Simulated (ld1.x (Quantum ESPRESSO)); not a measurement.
**Before and after: ultrasoft potential for Sn (Z = 50)**

```
Element                 : Sn (Z = 50)
Generator               : ld1.x (Quantum ESPRESSO) 7.5
Type                    : ultrasoft
Functional              : PBE
Relativity              : scalar-relativistic
Frozen core             : [Ar] 3d10 4s2
Valence charge          : 20
Reference configuration : 4p6 4d10 5s2 5p1 (charge +1)
Partial waves           : 5s (bound): rcut 1.45, rcutus 1.90 bohr; 5s channel at 3.8 Ry: rcut 1.45, rcutus 1.90 bohr; 4p (bound): rcut 1.60, rcutus 1.80 bohr; 5p (bound): rcut 1.60, rcutus 1.80 bohr; 4d (bound): rcut 1.25, rcutus 1.45 bohr; 4d channel at -1.95 Ry: rcut 1.25, rcutus 1.45 bohr
Local potential         : all-electron potential smoothed inside 1.15 bohr (lloc = -1)
Core correction         : Bessel-smoothed model core inside 1.10 bohr
Augmentation charge     : PSQ, inside the norm-conserving radii
```

Change: local potential all-electron potential smoothed inside 1.56 bohr (lloc = -1).

Cutoffs: the cutoffs (Ry, on a coarse ladder) from which the occupation-weighted sum of valence levels, in a spherical-Bessel basis at the reference potential, stays within 10 and 1 mRy of its value at 400 Ry; they do not see the model core or the augmentation charge, which bear on the density cutoff. Errors are all-electron minus pseudo energies relative to the spin-unpolarised reference configuration.

**Question.** What does the change do?

**Answer.** The potential gets neither clearly harder nor softer (70 Ry and 120 Ry → 70 Ry and 120 Ry); both files keep a bound ghost (s); the number of tests with a reliable result goes from 7 to 6 (the test run of the changed file stopped, so its transferability is not established); of the 6 tests that both files solve, the error grows in 2 and shrinks in 0 by more than 15 % and 0.3 meV (median size 2.7 → 2.8 meV); the range in which the p phases agree narrows (upper end at the end of the scan → 2.6).

```tsv
quantity	base	changed
cutoff, loose	70 Ry	70 Ry
cutoff, tight	120 Ry	120 Ry
loose cutoff by channel (10 mRy a level)	s 10 Ry, p 25 Ry, d 45 Ry	s 8 Ry, p 25 Ry, d 50 Ry
bound ghosts	s	s
tests with a reliable result	7 of 7	6 of 7 (the test run stopped)
error for 4p6 4d10 5s2 5p2, meV [ΔE -6.87 eV]	+1.7	+2.0
error for 4p6 4d10 5s2 5p0, meV [ΔE 13.95 eV]	-3.4	-3.2
error for 4p6 4d10 5s1 5p0, meV [ΔE 44.92 eV]	-11	-11
error for 4p6 4d10 5s0 5p0, meV [ΔE 86.05 eV]	-36	-35
error for 4p6 4d10 5s2 5p2.3, meV [ΔE -7.72 eV]	+2.0	+2.5
error for 4p6 4d10 5s1 5p3, meV [ΔE 0.10 eV]	+0.3	+0.3
s: phases at 2.05 bohr within 0.05 rad from the reference energy up to (Ry; the scan ends near 5)	to the end of the scan	to the end of the scan
p: phases at 2.05 bohr within 0.05 rad from the reference energy up to (Ry; the scan ends near 5)	to the end of the scan	2.6
d: phases at 2.05 bohr within 0.05 rad from the reference energy up to (Ry; the scan ends near 5)	to the end of the scan	to the end of the scan
lowest overlap eigenvalue by channel	s 0.55, p 0.68, d 0.93	s 0.65, p 0.69, d 0.84
```

 A true bound ghost makes a file unfit for plane-wave use even where its test errors are small: the radial tests pick states by their node count and pass the ghost by.
